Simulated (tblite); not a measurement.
Species: C7H14O2P (charge -1).
Cartesian coordinates in Å at the GFN2-xTB level; atoms count from 1:
```
atom  x, y, z in Å
C1    -2.633    1.280   -0.052
C2    -2.327   -0.159    0.338
C3    -0.942   -0.608   -0.109
C4    -0.744   -0.554   -1.613
P5     0.356    0.436    0.778
O6     0.041    0.477    2.234
O7     0.604    1.716    0.054
C8     1.812   -0.688    0.509
C9     2.724   -0.389   -0.634
C10    3.129   -0.024    0.756
H11   -1.813    1.908    0.282
H12   -3.558    1.618    0.417
H13   -2.738    1.383   -1.131
H14   -2.351   -0.233    1.428
H15   -3.096   -0.833   -0.070
H16   -0.803   -1.642    0.238
H17    0.172   -1.074   -1.887
H18   -0.647    0.483   -1.926
H19   -1.583   -1.015   -2.142
H20    1.704   -1.720    0.825
H21    2.429    0.418   -1.288
H22    3.236   -1.207   -1.130
H23    3.927   -0.578    1.236
H24    3.088    1.022    1.024
```

All values are computed: GFN2-xTB (tblite) harmonic vibrations without scaling, gas phase. Against measured fundamentals such values can be off by several per cent, at times by over 20. One conformer, not necessarily the lowest.

Harmonic wavenumbers (cm⁻¹): 39.4, 59.4, 98.5, 120.5, 172.0, 173.0, 197.0, 215.2, 246.4, 269.7, 280.0, 301.5, 388.6, 443.7, 457.8, 546.0, 645.1, 662.2, 808.1, 814.9, 825.3, 888.9, 973.2, 978.4, 989.0, 1007.1, 1025.2, 1033.8, 1052.6, 1055.7, 1063.4, 1090.3, 1110.5, 1158.2, 1159.9, 1175.5, 1213.4, 1226.8, 1239.3, 1280.1, 1315.2, 1338.3, 1354.2, 1396.1, 1402.2, 1424.7, 1479.0, 1482.9, 1492.5, 1501.1, 1503.3, 1520.8, 2851.4, 2873.4, 2937.6, 2968.0, 2984.8, 2996.4, 3010.2, 3011.8, 3014.1, 3026.9, 3035.4, 3060.7, 3069.1, 3085.6.

A = 2012, B = 851.6, C = 744.3 MHz; mass 161.073 u (most abundant isotopes); point group C1, symmetry number 1.

Q: Zero-point energy?

A: Half the sum of the wavenumbers: 43811 cm⁻¹ = 524.09 kJ/mol.

Q: Give the ideal-gas entropy at 298.15 K and 1 bar in the rigid-rotor, harmonic-oscillator model (classical rotation).

A: Translation 172.23, rotation 125.15, vibration 157.36: S = 454.7 J/(mol K).

Q: And Cp and H(298.15 K) − H(0)?

A: Cp = 192.55 J/(mol K), of which vibrations give 159.29 (their classical limit is 66 R = 548.8); H(298.15 K) − H(0) = 34.52 kJ/mol without the zero-point energy, 24.61 from vibrations.

Q: Which modes carry the vibrational entropy at 298.15 K?

A: 39.4 cm⁻¹: 22.13; 59.4 cm⁻¹: 18.73; 98.5 cm⁻¹: 14.58; 120.5 cm⁻¹: 12.94; 172.0 cm⁻¹: 10.10; 173.0 cm⁻¹: 10.05 J/(mol K); the other 60 give 68.84 together.

Q: How do the functions run with temperature in this model?

A: 
```tsv
T (K)	S (J/(mol K))	Cp (J/(mol K))	H − H(0) (kJ/mol)	G − H(0) (kJ/mol)	ln q(vib)
50	254.8	60.4	2.21	-10.53	0.70
100	307.4	94.2	6.10	-24.64	2.23
373.15	502.2	231.9	50.45	-136.96	11.48
500	578.7	291.7	83.79	-205.57	15.61
750	714.3	376.5	168.11	-367.62	23.50
1000	830.7	431.9	269.62	-561.12	30.88
```

q(vib) and H(0) count from the zero-point level.

Q: Blend soft modes into free rotors: weight 1/[1 + (100 cm⁻¹/ν̃)⁴] for the oscillator and the rest for a rotor with moment μB/(μ + B), μ = h/(8π²ν), B = 10⁻⁴⁴ kg m². What vibrational entropy results?

A: 145.25 J/(mol K) in place of 157.36, which changes −T·S at 298.15 K by +3.61 kJ/mol.

Hindered rotation and anharmonicity are outside this model. Other conformers, if any are populated, would add a mixing term that is left out. The structure is chiral; the term R ln 2 for an equal mix with its mirror image is left out.
